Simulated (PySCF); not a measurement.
CH6GeOSi, neutral, multiplicity 1. Atoms are numbered in the order given.

```xyz
10

Ge     0.9456     0.1552     0.0000
O     -0.2085     1.5236     0.0000
C     -1.6126     1.5990     0.0000
H     -2.0968     0.6052     0.0000
H     -1.9559     2.1510     0.8922
H     -1.9559     2.1510    -0.8922
Si    -0.6996    -1.7845     0.0000
H     -1.5915    -1.8023    -1.2059
H     -1.5915    -1.8023     1.2059
H      0.0698    -3.0696     0.0000
```

Geometry: B3LYP-D3(BJ)/def2-SVP. The structure was generated by enumeration; whether it is a known compound was not checked. Other conformers were not sampled.

These are PySCF with PBE0/pcSseg-1 values and carry that method's errors.

GIAO shieldings, no solvent; atoms alike by connectivity are averaged. δ = σ(ref) − σ: ⁷³Ge against GeH4 (σ = 1658.3 ppm); ¹⁷O against H2O (σ = 334.2 ppm); ¹³C against TMS (σ = 186.3 ppm); ¹H against TMS (σ = 31.56 ppm); ²⁹Si against TMS (σ = 352.7 ppm), references at their B3LYP-D3(BJ)/def2-TZVP geometries, non-relativistic.

Problem. Estimate the chemical shifts. (The exact figures need the calculation; the answer reports its results.)

Solution. 
```csv
nucleus,atoms,count,δ (ppm)
⁷³Ge,Ge1,1,1597.9
¹⁷O,O2,1,354.4
¹³C,C3,1,74.4
¹H,"H4, H5, H6",3,5.18
¹H,"H8, H9, H10",3,3.77
²⁹Si,Si7,1,-113.6
```
